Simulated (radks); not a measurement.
Results of a calculation; reference values are marked as such.
Q: These are the eigenvalues of the occupied orbitals of an atom or ion with whole-number occupations (eV). Code: a radial shooting solver on a logarithmic mesh with Libxc functionals. Model: scalar-relativistic Kohn-Sham, r2SCAN, spin-polarised, spherical densities, finite nucleus; meta-GGA in the generalised Kohn-Sham scheme; Fermi nuclear charge, rms radius of each element as measured or else 0.836 A^(1/3) + 0.57 fm.

1s up: -77630.89
1s down: -77630.88
2s up: -14798.73
2s down: -14792.11
2p up: -13043.49
2p down: -13038.24
3s up: -4551.150
3s down: -4549.760
3p up: -4034.871
3p down: -4032.870
3d up: -3474.096
3d down: -3469.515
4s up: -1947.895
4s down: -1933.509
4p up: -1760.445
4p down: -1746.284
4d up: -1540.068
4d down: -1525.794

Which element is it, and in what charge state? The configuration may be excited. Open shells, if any, are filled with parallel spins first.

A: Z = 77, iridium, charge +35: Ir35+ in [Kr] 4d6. The list shows which subshells hold electrons but not how many an open one holds; the 1s level, -2852.9 hartree, gives Z - s = 75.5 by -(Z - s)^2/2, which with screening and relativity narrows Z to a few neighbours, and the depths of the outer levels then fix element, charge and occupations together.
